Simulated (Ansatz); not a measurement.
Cost and result for the atomization energy of H5O3Si2, SMILES `O[SiH][SiH](O)O` radical (10 atoms, 9 bonds).

```xyz
10

O     0.7673   -0.4340    2.2215
Si    0.6749   -1.1764    0.7352
Si   -0.3588    0.3660   -0.6905
O     0.4579    1.7961   -0.7003
O    -0.2504   -0.3090   -2.1790
H     0.9127   -0.9959    2.9844
H    -0.0490   -2.4833    0.8742
H    -1.7837    0.6590   -0.3380
H     0.2726    2.4147    0.0081
H    -0.6435    0.1628   -2.9153
```

Charge 0, multiplicity 2. The geometry is a stationary point of PBE0-D4/def2-TZVP. It is one conformer, not always the lowest. Program: Ansatz. Hardware: A = 2 threads of an AMD EPYC 7R13 on a shared host; B = 2 threads of an AMD EPYC 7R13 on a shared host and a share of an NVIDIA H100 80 GB. Times are those of one run each, without the atoms' runs, and a repeat can differ threefold. Electronic energies, without spin–orbit coupling; frozen cores. CCSD(T)/CBS adds CCSD(T) − MP2 in def2-TZVPP to the MP2 limit, and its time is that of the two runs behind it. T1 = 0.015; ⟨S²⟩ of the reference is 0.76. B3LYP takes the VWN-RPA correlation (the form of Gaussian; ORCA's B3LYP/G).

CCSD(T)/CBS is a level of theory with its own doubt, some kJ/mol a heavy atom from the limit and from the frozen cores, so smaller differences don't rank the functionals.

```
                                 level  functions  wall time
   PBE-D4/def2-TZVPP (with forces) [A]        247        7 s
                    MP2/def2-QZVPP [B]        461        7 s
                PBE0-D4/def2-TZVPP [A]        247       10 s
                CCSD(T)/def2-TZVPP [B]        247       13 s
 B3LYP-D4/def2-TZVPP (with forces) [A]        247       14 s
r2SCAN-D4/def2-TZVPP (with forces) [A]        247       15 s
                 B2PLYP/def2-TZVPP [A]        247       17 s
                     CCSD(T)/CBS(def2)          –       20 s
                ωB97X-V/def2-TZVPP [A]        247       27 s
  ωB97M-V/def2-TZVPP (with forces) [A]        247       35 s
```

**Question.** What atomization energy does each give, and how far from CCSD(T)/CBS? (Best estimate.)

**Answer.** Ansatz gave: 
```json
{"level": "PBE-D4/def2-TZVPP (with forces) [A]", "atomization (kcal/mol)": "865.0", "difference from CCSD(T)/CBS": "4.6", "per bond": "0.5"}
{"level": "MP2/def2-QZVPP [B]", "atomization (kcal/mol)": "869.8", "difference from CCSD(T)/CBS": "9.4", "per bond": "1.0"}
{"level": "PBE0-D4/def2-TZVPP [A]", "atomization (kcal/mol)": "844.5", "difference from CCSD(T)/CBS": "-15.9", "per bond": "-1.8"}
{"level": "CCSD(T)/def2-TZVPP [B]", "atomization (kcal/mol)": "830.8", "difference from CCSD(T)/CBS": "-29.6", "per bond": "-3.3"}
{"level": "B3LYP-D4/def2-TZVPP (with forces) [A]", "atomization (kcal/mol)": "851.6", "difference from CCSD(T)/CBS": "-8.8", "per bond": "-1.0"}
{"level": "r2SCAN-D4/def2-TZVPP (with forces) [A]", "atomization (kcal/mol)": "858.9", "difference from CCSD(T)/CBS": "-1.5", "per bond": "-0.2"}
{"level": "B2PLYP/def2-TZVPP [A]", "atomization (kcal/mol)": "843.8", "difference from CCSD(T)/CBS": "-16.6", "per bond": "-1.8"}
{"level": "CCSD(T)/CBS(def2)", "atomization (kcal/mol)": "860.4", "difference from CCSD(T)/CBS": "0.0", "per bond": "0.0"}
{"level": "ωB97X-V/def2-TZVPP [A]", "atomization (kcal/mol)": "858.2", "difference from CCSD(T)/CBS": "-2.2", "per bond": "-0.2"}
{"level": "ωB97M-V/def2-TZVPP (with forces) [A]", "atomization (kcal/mol)": "856.0", "difference from CCSD(T)/CBS": "-4.4", "per bond": "-0.5"}
```

From PBE to PBE0 (25 % exact exchange), in def2-TZVPP and without D4, the atomization energy moves by −19.7 kcal/mol: exact exchange takes away binding that semilocal exchange gives to molecules. In def2-TZVPP, CCSD(T) changes the Hartree–Fock value by +230.6 kcal/mol (the triples alone add +13.3 kcal/mol) and MP2 by +251.6 kcal/mol; breaking electron pairs costs correlation energy, which Hartree–Fock lacks. The D4 term adds +8.5 kcal/mol with B3LYP and +4.5 kcal/mol with PBE0; it sums over pairs of atoms, weighted by their polarisabilities, and B3LYP, whose exchange is more repulsive, gets the larger term.
